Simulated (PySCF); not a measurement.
An element was calculated at PBE0 (PySCF 2.14, ECP, a quadruple-zeta basis, no spin-orbit coupling), in the ground configurations that NIST lists.

```
electron affinity          : 1.610 eV
first ionisation energy    : 8.626 eV
second ionisation energy   : 17.740 eV
third ionisation energy    : 29.165 eV
polarisability of the atom : 50.2 bohr³
```

Task: Which element is it?

Result: Iridium (Ir, Z = 77), in def2-QZVPPD with the def2 core potential (60 electrons). NIST lists 8.967, 17 ± 0.3, 28 ± 1.6 eV for these ionisation energies.
